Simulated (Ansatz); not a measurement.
`C#[C][In]([C]#C)[C]#C` at its PBE0-D4/def2-TZVP geometry, where that method's forces vanish. The species carries charge 0 and has multiplicity 1. In: def2 effective core potential.

```tsv
atom	x (Å)	y (Å)	z (Å)
C1	1.017	2.768	-1.436
C2	0.643	1.748	-0.907
In3	0.000	0.000	0.000
C4	-0.066	-1.766	-1.083
C5	-0.105	-2.795	-1.715
C6	-0.576	0.017	1.991
C7	-0.913	0.027	3.151
H8	1.348	3.668	-1.903
H9	-0.139	-3.703	-2.272
H10	-1.209	0.037	4.175
```

For each bond, give half the difference of the two atoms' forces along it (eV/Å; positive pushes the atoms apart) under PBE-D4, r2SCAN-D4, B3LYP-D4, ωB97M-V in def2-TZVPP. (Estimate.)

Computed: 
```json
{"bond": "C1–C2", "length (Å)": "1.208", "PBE-D4": "0.91", "r2SCAN-D4": "0.35", "B3LYP-D4": "-0.06", "ωB97M-V": "-0.27"}
{"bond": "C1–H8", "length (Å)": "1.067", "PBE-D4": "-0.34", "r2SCAN-D4": "-0.22", "B3LYP-D4": "-0.10", "ωB97M-V": "0.05"}
{"bond": "C2–In3", "length (Å)": "2.072", "PBE-D4": "-0.47", "r2SCAN-D4": "-0.16", "B3LYP-D4": "0.10", "ωB97M-V": "0.17"}
{"bond": "In3–C4", "length (Å)": "2.072", "PBE-D4": "-0.47", "r2SCAN-D4": "-0.16", "B3LYP-D4": "0.10", "ωB97M-V": "0.17"}
{"bond": "In3–C6", "length (Å)": "2.072", "PBE-D4": "-0.47", "r2SCAN-D4": "-0.16", "B3LYP-D4": "0.10", "ωB97M-V": "0.17"}
{"bond": "C4–C5", "length (Å)": "1.208", "PBE-D4": "0.91", "r2SCAN-D4": "0.35", "B3LYP-D4": "-0.06", "ωB97M-V": "-0.27"}
{"bond": "C5–H9", "length (Å)": "1.067", "PBE-D4": "-0.34", "r2SCAN-D4": "-0.22", "B3LYP-D4": "-0.10", "ωB97M-V": "0.05"}
{"bond": "C6–C7", "length (Å)": "1.208", "PBE-D4": "0.91", "r2SCAN-D4": "0.35", "B3LYP-D4": "-0.06", "ωB97M-V": "-0.27"}
{"bond": "C7–H10", "length (Å)": "1.067", "PBE-D4": "-0.34", "r2SCAN-D4": "-0.22", "B3LYP-D4": "-0.10", "ωB97M-V": "0.05"}
```

B3LYP here is the variant with VWN-RPA as its local correlation; programs differ in this.
